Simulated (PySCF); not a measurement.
2-methylbut-2-ene (C₅H₁₀), SMILES CC=C(C)C.

The structure is a stationary point at B3LYP-D3(BJ)/def2-SVP.

Method: SMD-M06-2X/6-31G* run with PySCF.

Solvation free energies are E(SMD) − E(gas) at the gas-phase geometry, for 1 M in both phases. In vacuum the dipole moment is 0.17 D.

Computed solvation free energies in water, acetone, n-hexane:
```csv
solvent,ΔG(solv) (kcal/mol),its non-electrostatic (CDS) part,dipole (D)
water,1.4,3.5,0.29
acetone,-3.3,-1.2,0.28
n-hexane,-3.2,-2.5,0.21
```
